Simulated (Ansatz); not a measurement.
Single points on Ag3Cl4⁻.

```yaml
crystal:
  periodic: [false, false, false]
  atoms:
    - {symbol: Ag, position_ang: [0.495525, 0.670953, 2.878668]}
    - {symbol: Ag, position_ang: [-0.572975, -0.606090, -2.878535]}
    - {symbol: Ag, position_ang: [0.217950, -0.179800, -0.001616]}
    - {symbol: Cl, position_ang: [1.544399, 2.526152, 3.836473]}
    - {symbol: Cl, position_ang: [-0.622461, -1.277445, 1.971400]}
    - {symbol: Cl, position_ang: [1.111446, 0.879614, -1.972538]}
    - {symbol: Cl, position_ang: [-2.173883, -2.013374, -3.833851]}
basis:
  gaussian: {orbitals: def2-TZVPD, initial_orbitals: start.molden}
total_charge: -1
hamiltonian: {xc: hse06, dispersion: d4}
scf: {omitted_lower_state_checks: [starts]}
output: {orbitals: {seedname: orbitals}}
```

The file start.molden holds the orbitals of an earlier run on this structure, at another level or in another basis.

```sh
$ ansatz run in.yaml --threads 4 --pin off --events-out ev --progress --plain --max-ram 4787MiB
```

Shortened log:

```
Functional definition: HSE06
2390 factors; their error is unknown
151 factors; integrals over basis functions are off by at most 1.8e-5 eV
mean field evaluation 1: about -62084.2815 eV, gradient 5.4e-1 eV
mean field evaluation 2: about -62084.2819 eV, gradient 6.4e-4 eV
mean field evaluation 4: about -62084.4682 eV, gradient 2.7e-5 eV
mean field -62084.46824447 eV, -2281.5621256203 hartree, gradient 2.8e-5 eV, S^2 0.000000; 0 other end points of the search recorded, 0 dependent functions left out
reference -62084.46832834 eV, -2281.5621287023 hartree; 63, 63 occupied and 241, 241 virtual orbitals, 2390 factors
Total energy: -62084.77330495 eV, -2281.5733363862 hartree
Checks for a lower state left out: starts
```

It took 13 s on 4 threads of Arm Neoverse V2 on a shared host, peak host memory 1.6 GiB.

As the first input, with `hamiltonian: {xc: pbe0, dispersion: d4}` (abridged; 14 s):

```
Functional definition: PBE0
mean field -62085.38309664 eV, -2281.5957458173 hartree, gradient 1.6e-5 eV, S^2 0.000000
Total energy: -62085.69883550 eV, -2281.6073490064 hartree
Checks for a lower state left out: starts
```

As the first input, with `hamiltonian: {xc: {name: BHLYP}, dispersion: d4}` (abridged; 15 s):

```
Functional definition: BHLYP
mean field -62094.21717034 eV, -2281.9203920378 hartree, gradient 9.0e-5 eV, S^2 0.000000
Total energy: -62094.81059319 eV, -2281.9421999255 hartree
Checks for a lower state left out: starts
```

First input, but with `hamiltonian: {xc: pbe}`, `correlation: {method: rpa}` and without the key `output` (abridged; 20 s):

```
Functional definition: PBE
mean field -62082.99397119 eV, -2281.5079470767 hartree, gradient 5.7e-6 eV, S^2 0.000000
20 core orbitals not correlated: weight in the atoms' cores, before any rotation towards them, 1.000 or more for the frozen orbitals, at most 0.000 for the correlated occupied ones
Total energy: -62036.04819449 eV, -2279.7827216036 hartree
Checks for a lower state left out: starts
```

The first input with `correlation: {method: mp2}` and without the key `hamiltonian` (abridged; 13 s):

```
Functional definition: HF
mean field -61953.76743428 eV, -2276.7589594381 hartree, gradient 3.1e-6 eV, S^2 0.000000
20 core orbitals not correlated: weight in the atoms' cores, before any rotation towards them, 1.000 or more for the frozen orbitals, at most 0.000 for the correlated occupied ones
second order -60.79080601 eV of doubles, -0.00000000 eV of singles
Total energy: -62014.55824029 eV, -2278.9929803533 hartree
Checks for a lower state left out: starts
```

First input, but with `gaussian: {orbitals: STO-3G}`, `hamiltonian: {xc: hf}` (abridged; 2.6 s):

```
Functional definition: HF
mean field -469624.57956549 eV, -17258.3849760586 hartree, gradient 4.5e-5 eV, S^2 0.000000
Total energy: -469624.57956549 eV, -17258.3849760586 hartree
Checks for a lower state left out: starts
```

The first input with `hamiltonian: {xc: r2scan, dispersion: d4}` (abridged; 14 s):

```
Functional definition: r2SCAN
mean field -62103.46345218 eV, -2282.2601866281 hartree, gradient 1.3e-5 eV, S^2 0.000000
Total energy: -62103.55094883 eV, -2282.2634020706 hartree
Checks for a lower state left out: starts
```

Geometry: PBE-D4/def2-SVPD.

In the def2 sets Ag takes a core potential, while STO-3G treats all electrons; there is no spin–orbit coupling. HSE06 is defined as in plane-wave codes, on full-range PBE exchange. Correlated methods freeze 20 core orbitals; core or outer-core shells of Ag are correlated, in sets that lack core-valence functions. No other spin state of charge -1 was run. The structure comes from a short search, and lower isomers may exist.
